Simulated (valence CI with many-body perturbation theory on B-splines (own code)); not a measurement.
**E1 transitions of Nd XLVIII**

Level of theory: relativistic CI+MBPT: three valence electrons over a frozen Dirac-Fock core [Ne], radial functions for each j: 11 s, 11 p, 10 d, 8 f, 5 g, 2 h, with the one-electron correlation potential Σ1 (screened to all orders), the two-electron term Σ2, the three-electron term Σ3, Breit, model QED; selected single and double excitations, second order for the rest, scaled by the run's own slope (own B-spline code, finite nucleus).

The last digits are not significant, and no measured levels were compared; by estimate large intervals hold to a few tenths of a per cent, small ones and those within an open d or f shell to about a per cent.

Lines 201 to 250 of 587 in falling wavelength, among levels below 144.13 Ry, chosen from the strongest by gf and those to the six lowest levels. Wavelengths and rates use the calculated energies. Electric multipoles are in the length gauge, E1 and E2 with the static RPA response of the core. Weak lines are less certain than strong ones. Lines between different terms over intervals too small for the method are left out, as are lines whose strength nearly cancels. The highest levels of a list are the least certain.

Levels are named by their leading jj configuration (3d3/2^4 stands for four electrons in 3d with j = 3/2), which in mixed levels can hold well under half, so a name can repeat and another be missing. Letters in brackets count levels of one name in rising energy.

| λ vac (nm) | Upper | Lower | A (s⁻¹) | S (a.u.) with core polarisation | S without |
| --- | --- | --- | --- | --- | --- |
| 5.900 | (3s 3p1/2 3d5/2) J=5/2 [b] | (3s 3p1/2 3p3/2) J=5/2 | 4.29e+10 | 2.61e-02 | 2.65e-02 |
| 5.898 | (3p3/2 3d3/2 3d5/2) J=5/2 [d] | (3p3/2^2 3d3/2) J=5/2 | 4.57e+10 | 2.77e-02 | 2.82e-02 |
| 5.880 | (3p1/2 3d5/2^2) J=7/2 | (3p1/2 3p3/2 3d5/2) J=7/2 [a] | 2.89e+10 | 2.32e-02 | 2.35e-02 |
| 5.876 | (3d5/2^3) J=3/2 | (3p3/2 3d3/2 3d5/2) J=5/2 [e] | 1.29e+11 | 5.16e-02 | 5.24e-02 |
| 5.864 | (3d3/2 3d5/2^2) J=7/2 [b] | (3p3/2 3d3/2 3d5/2) J=7/2 [b] | 8.17e+10 | 6.50e-02 | 6.61e-02 |
| 5.862 | (3d3/2 3d5/2^2) J=9/2 | (3p3/2 3d3/2 3d5/2) J=9/2 [a] | 8.24e+10 | 8.20e-02 | 8.33e-02 |
| 5.844 | (3d3/2 3d5/2^2) J=5/2 [b] | (3p3/2 3d3/2 3d5/2) J=5/2 [b] | 7.72e+10 | 4.57e-02 | 4.64e-02 |
| 5.839 | (3d3/2 3d5/2^2) J=11/2 | (3p3/2 3d3/2 3d5/2) J=11/2 | 2.59e+10 | 3.05e-02 | 3.10e-02 |
| 5.810 | (3p3/2 3d5/2^2) J=7/2 [a] | (3p3/2^2 3d3/2) J=5/2 | 3.10e+10 | 2.40e-02 | 2.44e-02 |
| 5.804 | (3s 3d5/2^2) J=3/2 | (3s 3p3/2 3d5/2) J=3/2 [a] | 8.85e+10 | 3.42e-02 | 3.47e-02 |
| 5.802 | (3p3/2^2 3d3/2) J=7/2 | (3s 3p3/2 3d5/2) J=5/2 [b] | 3.36e+10 | 2.59e-02 | 2.64e-02 |
| 5.801 | (3s 3d5/2^2) J=5/2 | (3s 3p3/2 3d5/2) J=5/2 [a] | 1.80e+11 | 1.04e-01 | 1.06e-01 |
| 5.798 | (3p3/2 3d5/2^2) J=1/2 | (3p3/2^2 3d3/2) J=3/2 [b] | 1.28e+11 | 2.45e-02 | 2.50e-02 |
| 5.797 | (3s 3p1/2 3d5/2) J=3/2 | (3s 3p1/2 3p3/2) J=5/2 | 2.32e+10 | 8.93e-03 | 9.09e-03 |
| 5.774 | (3d3/2 3d5/2^2) J=3/2 [b] | (3p3/2 3d3/2 3d5/2) J=5/2 [c] | 7.91e+10 | 3.01e-02 | 3.06e-02 |
| 5.750 | (3p3/2 3d3/2 3d5/2) J=5/2 [d] | (3p3/2^2 3d3/2) J=3/2 [a] | 6.22e+10 | 3.50e-02 | 3.56e-02 |
| 5.740 | (3s 3d5/2^2) J=7/2 | (3s 3p3/2 3d5/2) J=5/2 [a] | 5.45e+10 | 4.07e-02 | 4.14e-02 |
| 5.715 | (3s 3d3/2 3d5/2) J=7/2 [b] | (3s 3p3/2 3d3/2) J=7/2 | 4.33e+10 | 3.19e-02 | 3.25e-02 |
| 5.681 | (3s 3p3/2 3d5/2) J=7/2 [b] | (3s 3p3/2^2) J=5/2 | 2.29e+11 | 1.66e-01 | 1.69e-01 |
| 5.640 | (3s 3d3/2 3d5/2) J=7/2 [b] | (3s 3p3/2 3d3/2) J=5/2 [a] | 2.60e+10 | 1.84e-02 | 1.87e-02 |
| 5.631 | (3s 3d3/2 3d5/2) J=5/2 [b] | (3s 3p3/2 3d3/2) J=5/2 [a] | 7.00e+10 | 3.70e-02 | 3.76e-02 |
| 5.616 | (3p3/2 3d5/2^2) J=7/2 [b] | (3p3/2^2 3d5/2) J=7/2 | 1.54e+11 | 1.07e-01 | 1.09e-01 |
| 5.583 | (3s 3d5/2^2) J=9/2 | (3s 3p3/2 3d5/2) J=9/2 | 9.98e+10 | 8.57e-02 | 8.72e-02 |
| 5.566 | (3p3/2 3d5/2^2) J=5/2 | (3p3/2^2 3d5/2) J=7/2 | 5.74e+10 | 2.93e-02 | 2.98e-02 |
| 5.551 | (3s 3p1/2 3d5/2) J=5/2 [b] | (3s 3p1/2 3p3/2) J=3/2 [a] | 7.95e+09 | 4.02e-03 | 4.09e-03 |
| 5.524 | (3d5/2^3) J=5/2 | (3p3/2 3d5/2^2) J=7/2 [a] | 4.07e+10 | 2.03e-02 | 2.07e-02 |
| 5.522 | (3p3/2 3d3/2 3d5/2) J=5/2 [c] | (3s 3d5/2^2) J=3/2 | 4.48e+10 | 2.23e-02 | 2.27e-02 |
| 5.505 | (3p3/2 3d5/2^2) J=3/2 [b] | (3p3/2^2 3d5/2) J=1/2 | 1.22e+11 | 4.00e-02 | 4.07e-02 |
| 5.481 | (3s 3d5/2^2) J=1/2 | (3s 3p3/2 3d5/2) J=3/2 [a] | 1.25e+11 | 2.04e-02 | 2.07e-02 |
| 5.477 | (3p3/2^2 3d5/2) J=7/2 | (3s 3p3/2 3d5/2) J=5/2 [b] | 1.93e+11 | 1.25e-01 | 1.27e-01 |
| 5.459 | (3s 3p1/2 3d5/2) J=3/2 | (3s 3p1/2 3p3/2) J=3/2 [a] | 4.95e+10 | 1.59e-02 | 1.62e-02 |
| 5.347 | (3p3/2 3d3/2 3d5/2) J=5/2 [c] | (3s 3d5/2^2) J=7/2 | 5.05e+10 | 2.29e-02 | 2.33e-02 |
| 5.345 | (3p3/2 3d3/2 3d5/2) J=7/2 [c] | (3s 3d5/2^2) J=5/2 | 2.98e+10 | 1.80e-02 | 1.83e-02 |
| 5.331 | (3p3/2 3d3/2^2) J=7/2 | (3s 3d3/2 3d5/2) J=5/2 [a] | 3.72e+10 | 2.23e-02 | 2.27e-02 |
| 5.309 | (3p3/2 3d3/2 3d5/2) J=7/2 [a] | (3s 3d3/2 3d5/2) J=7/2 [b] | 3.90e+10 | 2.30e-02 | 2.35e-02 |
| 5.307 | (3s 3p1/2 3p3/2) J=3/2 [a] | (3s^2 3p1/2) J=1/2 | 1.49e+09 | 4.39e-04 | 4.47e-04 |
| 5.300 | (3s 3p3/2 3d5/2) J=3/2 [b] | (3s 3p3/2^2) J=5/2 | 6.44e+10 | 1.89e-02 | 1.92e-02 |
| 5.270 | (3p3/2^2 3d3/2) J=3/2 [b] | (3s 3p3/2 3d5/2) J=1/2 | 6.80e+10 | 1.96e-02 | 2.00e-02 |
| 5.253 | (3s 3p3/2 3d5/2) J=5/2 [b] | (3s 3p3/2^2) J=5/2 | 8.02e+10 | 3.44e-02 | 3.50e-02 |
| 5.209 | (3p3/2^2 3d3/2) J=5/2 | (3s 3p3/2 3d5/2) J=3/2 [a] | 9.12e+10 | 3.82e-02 | 3.89e-02 |
| 5.165 | (3p3/2^2 3d5/2) J=1/2 | (3s 3p3/2 3d5/2) J=3/2 [b] | 3.32e+11 | 4.52e-02 | 4.60e-02 |
| 5.162 | (3p3/2^2 3d5/2) J=9/2 | (3s 3p3/2 3d5/2) J=7/2 [b] | 3.89e+11 | 2.64e-01 | 2.69e-01 |
| 5.121 | (3s 3p3/2 3d5/2) J=5/2 [a] | (3s^2 3d5/2) J=5/2 | 1.42e+11 | 5.66e-02 | 5.76e-02 |
| 5.092 | (3p3/2 3d3/2 3d5/2) J=5/2 [e] | (3s 3d5/2^2) J=3/2 | 5.55e+10 | 2.17e-02 | 2.21e-02 |
| 5.078 | (3p3/2^2 3d5/2) J=7/2 | (3s 3p3/2 3d5/2) J=7/2 [b] | 1.05e+11 | 5.41e-02 | 5.51e-02 |
| 5.077 | (3p3/2 3d3/2 3d5/2) J=5/2 [d] | (3s 3d5/2^2) J=5/2 | 1.31e+11 | 5.07e-02 | 5.16e-02 |
| 5.066 | (3p3/2^2 3d3/2) J=7/2 | (3s 3p3/2 3d5/2) J=7/2 [a] | 5.08e+10 | 2.61e-02 | 2.65e-02 |
| 5.061 | (3p3/2 3d3/2 3d5/2) J=3/2 [a] | (3s 3d3/2 3d5/2) J=3/2 [b] | 1.21e+11 | 3.10e-02 | 3.15e-02 |
| 5.058 | (3p3/2 3d5/2^2) J=7/2 [a] | (3s 3d5/2^2) J=7/2 | 8.47e+10 | 4.33e-02 | 4.40e-02 |
| 5.058 | (3p3/2 3d3/2 3d5/2) J=11/2 | (3s 3d3/2 3d5/2) J=9/2 | 3.47e+11 | 2.66e-01 | 2.70e-01 |
